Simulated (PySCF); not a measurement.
TeCl, SMILES Cl[Te], multiplicity 2.

Geometry optimised at B3LYP-D3(BJ)/def2-TZVP. The multiplicity is an assumed one; other spin states were not compared. The def2 effective core potentials stand for the cores of Te; spin–orbit coupling is left out.

Level of theory: B3LYP-D3(BJ)/def2-TZVP (PySCF).

Frequencies are harmonic and unscaled.

| mode | ν (cm⁻¹) | IR (km/mol) | moving atoms (share of kinetic energy) |
|---|---|---|---|
| 1 | 374 | 25.0 | Cl 78 %, Te 22 % |
